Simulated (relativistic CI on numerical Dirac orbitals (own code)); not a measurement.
**Electric-dipole lines of Nb³⁰⁺**

These numbers are calculated, not measured: Dirac-Coulomb-Breit CI, separate exchange-only KLI orbitals for each configuration, QED by a radiative potential, unscaled Slater integrals (own radial code, finite nucleus).

Configuration list (outside the closed core [Ne]): 3s, 3p, 3d, 4s, 4p, 4d, 4f, 5s, 5p, 5d, 5f, 5g, 6s, 6p, 6d. Levels of other configurations are missing.

| λ vac (nm) | Lower | Upper | A (s⁻¹) | gf | Branching (%) |
| --- | --- | --- | --- | --- | --- |
| 1.1710 | 3p ²P°3/2 [3] | 5d ²D5/2 [17] | 3.52e+12 | 4.34e-01 | 73.2 |
| 1.2679 | 3d ²D3/2 [4] | 5f ²F°5/2 [18] | 4.70e+12 | 6.79e-01 | 63.5 |
| 1.2736 | 3d ²D5/2 [5] | 5f ²F°7/2 [19] | 4.98e+12 | 9.68e-01 | 67.8 |
| 1.5283 | 3s ²S1/2 [1] | 4p ²P°3/2 [8] | 2.58e+12 | 3.62e-01 | 78.9 |
| 1.5960 | 3p ²P°1/2 [2] | 4d ²D3/2 [9] | 5.26e+12 | 8.04e-01 | 82.6 |
| 1.6421 | 3p ²P°3/2 [3] | 4d ²D5/2 [10] | 6.44e+12 | 1.56e+00 | 99.8 |
| 1.8160 | 3d ²D3/2 [4] | 4f ²F°5/2 [11] | 1.29e+13 | 3.81e+00 | 93.3 |
| 1.8266 | 3d ²D5/2 [5] | 4f ²F°7/2 [12] | 1.37e+13 | 5.47e+00 | 99.9 |
| 3.4495 | 4s ²S1/2 [6] | 5p ²P°3/2 [15] | 5.53e+11 | 3.95e-01 | 20.4 |
| 3.5638 | 4p ²P°1/2 [7] | 5d ²D3/2 [16] | 9.58e+11 | 7.30e-01 | 20.0 |
| 3.6531 | 4p ²P°3/2 [8] | 5d ²D5/2 [17] | 1.21e+12 | 1.45e+00 | 25.1 |
| 3.9446 | 4d ²D3/2 [9] | 5f ²F°5/2 [18] | 2.21e+12 | 3.09e+00 | 29.9 |
| 3.9658 | 4d ²D5/2 [10] | 5f ²F°7/2 [19] | 2.37e+12 | 4.46e+00 | 32.2 |
| 4.1799 | 4f ²F°5/2 [11] | 5g ²G7/2 [20] | 3.82e+12 | 8.01e+00 | 96.2 |
| 4.1884 | 4f ²F°7/2 [12] | 5g ²G9/2 [21] | 3.95e+12 | 1.04e+01 | 99.7 |
| 6.6750 | 5p ²P°1/2 [14] | 6d ²D3/2 [25] | 2.65e+11 | 7.07e-01 | 8.0 |
| 6.8280 | 5p ²P°3/2 [15] | 6d ²D5/2 [26] | 3.38e+11 | 1.42e+00 | 10.3 |
| 10.950 | 3p ²P°1/2 [2] | 3d ²D3/2 [4] | 5.12e+10 | 3.68e-01 | 91.1 |
| 13.165 | 3p ²P°3/2 [3] | 3d ²D5/2 [5] | 3.56e+10 | 5.55e-01 | 100.0 |
| 13.496 | 3s ²S1/2 [1] | 3p ²P°3/2 [3] | 3.75e+10 | 4.10e-01 | 100.0 |
| 28.741 | 4p ²P°1/2 [7] | 4d ²D3/2 [9] | 1.22e+10 | 6.03e-01 | 0.2 |
| 33.085 | 4s ²S1/2 [6] | 4p ²P°3/2 [8] | 8.95e+09 | 5.87e-01 | 0.3 |
| 34.771 | 4p ²P°3/2 [8] | 4d ²D5/2 [10] | 8.30e+09 | 9.03e-01 | 0.1 |
| 58.642 | 5p ²P°1/2 [14] | 5d ²D3/2 [16] | 3.95e+09 | 8.14e-01 | 0.1 |
| 66.047 | 5s ²S1/2 [13] | 5p ²P°3/2 [15] | 2.90e+09 | 7.59e-01 | 0.1 |
| 71.077 | 5p ²P°3/2 [15] | 5d ²D5/2 [17] | 2.68e+09 | 1.22e+00 | 0.1 |
| 103.83 | 6p ²P°1/2 [23] | 6d ²D3/2 [25] | 1.57e+09 | 1.01e+00 | 0.0 |
| 115.86 | 6s ²S1/2 [22] | 6p ²P°3/2 [24] | 1.15e+09 | 9.26e-01 | 0.1 |
| 125.94 | 6p ²P°3/2 [24] | 6d ²D5/2 [26] | 1.06e+09 | 1.51e+00 | 0.0 |
| 139.44 | 5d ²D5/2 [17] | 5f ²F°7/2 [19] | 3.04e+08 | 7.09e-01 | 0.0 |

Terms are leading LS components. Brackets give the number of a level in order of energy, since labels repeat. The list gives strong lines, with weight on those to low levels, without lines whose two gauges differ by over a factor of 2.5. Levels whose partners in the same complex of configurations lie outside the list can be far off, and so can their lines. Rates are taken at the computed energies, electric ones in the length gauge.

At this charge energies of transitions that change n are usually good to better than 1 %, and those within a shell (Δn = 0) to a few per cent.

(1) From the table, what is the radiative lifetime of 5d ²D5/2?

Results:

(1) The listed rates from this level add up to about 4.73e+12 s⁻¹, 98 % of its decay; with all channels τ = 2.08e-13 s.
